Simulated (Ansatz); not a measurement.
Consider the formal exchange of groups at a C–C bond: `C#CCO` + `[OH][AlH2]` → `C#[C][AlH][OH]` + CH₃OH.

Computed with Ansatz on PBE0-D4/def2-TZVP structures; ΔE is electronic, products minus reactants. CCSD(T)/CBS is the MP2 limit (def2-TZVPP, def2-QZVPP) plus CCSD(T) − MP2 in def2-TZVPP, frozen cores. This one scheme is used for every species. DFT in def2-TZVPP. One conformer a species, not always the lowest.

`C#CCO`:

Cartesian coordinates in Å:
```
C 1.187 -1.141 0.890
C 0.293 -0.484 0.431
C -0.769 0.314 -0.169
O -0.300 1.478 -0.812
H 1.976 -1.719 1.310
H -1.344 -0.322 -0.857
H -1.459 0.650 0.609
H 0.416 1.225 -1.401
```

`[OH][AlH2]`:

```xyz
5

O    -0.430    1.081    0.356
Al    0.306   -0.317   -0.259
H    -1.156    1.063    0.978
H    -0.209   -1.743    0.201
H     1.489   -0.083   -1.276
```

`C#[C][AlH][OH]`:

```xyz
7

C    -0.142    2.047   -0.566
C    -0.224    0.860   -0.346
Al   -0.369   -1.011   -0.012
O     0.799   -1.779    0.940
H    -0.071    3.094   -0.760
H    -1.536   -1.891   -0.583
H     1.543   -1.320    1.327
```

CH₃OH:

Cartesian coordinates in Å:
```
C -0.295 0.017 0.199
O 0.673 0.455 -0.727
H -1.037 0.812 0.285
H 0.129 -0.162 1.194
H -0.809 -0.893 -0.133
H 1.339 -0.229 -0.818
```

(1) Is it downhill or uphill in electronic energy at CCSD(T)/CBS, and by how much? (Estimate.)

(2) What do these levels give: BLYP-D4, ωB97M-V, B2PLYP, BHLYP, LC-ωPBE, MP2/def2-QZVPP? (Estimate.)

Largest T1 diagnostic among the species: 0.014.

Results:

(1) Computed: Downhill: ΔE = -21.2 kcal/mol.

(2) Computed: BLYP-D4 -19.4, ωB97M-V -19.9, B2PLYP -20.7, BHLYP -20.3, LC-ωPBE -18.6, MP2/def2-QZVPP -21.4 kcal/mol.

At CCSD(T), def2-SVP lies +2.8 kcal/mol from the extrapolated value and def2-TZVPP +0.3 kcal/mol. Leaving LDA and LC-ωPBE aside and taking each functional with its dispersion term where it has one, the values, not all of them listed here, spread over 2.5 kcal/mol, from B2PLYP to PBE-D4. LDA lies +3.1 kcal/mol from PBE without D4.
